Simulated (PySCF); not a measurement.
FOSn, multiplicity 2. Atoms are numbered in the order given.

```xyz
3

Sn     0.3340     0.0317     0.0000
O     -1.0710     1.4639     0.0000
F     -0.9035    -1.4774     0.0000
```
Charge 0, spin multiplicity 2.

The structure is a stationary point at B3LYP-D3(BJ)/def2-TZVP. The def2 effective core potentials stand for the cores of Sn; spin–orbit coupling is left out.

Level of theory: PBE/def2-TZVPD in PySCF.

Isolated molecule, no solvent.

| Quantity | Value |
|---|---|
| total energy | -389.27096 hartree |
| point group | Cs |
| α spin, highest occupied and lowest empty level | -7.30 and -3.46 eV |
| β spin, highest occupied and lowest empty level | -7.02 and -6.09 eV |
| dipole moment | 3.44 D |
| quadrupole, principal values (traceless, Buckingham form, about the centre of nuclear charge) | -6.70, -0.25, 6.95 D·Å |
| mean static polarisability | 48.8 bohr³ (7.24 Å³) |
| polarisability, principal values | 38.0, 42.8, 65.7 bohr³ |
| ⟨S²⟩ | 0.756 (pure state 0.75) |
